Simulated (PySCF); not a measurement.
**Radial density of Mo (molybdenum, neutral)**

BP86, [Kr] 4d5 5s1, high-spin 7S determinant. Computed with PySCF 2.14 in aug-cc-pVDZ-PP with ECP28MDF (5s5p4d2f, 54 functions), with scalar relativity through the core potential. This is the valence pseudo-density: the core potential removes the inner electrons and smooths the orbitals near the nucleus.

```csv
r (bohr),4πr²ρ (e/bohr),4πr²(ρα − ρβ)
0.0438,2.203e-05,0.0000
0.0737,6.630e-05,0.0000
0.124,0.0003531,0.0001
0.208,0.004259,0.0011
0.351,0.1014,0.0238
0.590,2.431,0.3748
0.992,10.71,2.0227
1.67,5.791,2.6471
2.81,1.395,1.2919
4.72,0.2567,0.2564
7.94,0.008685,0.0087
```

Energies and moments cover only the electrons outside the core potential.
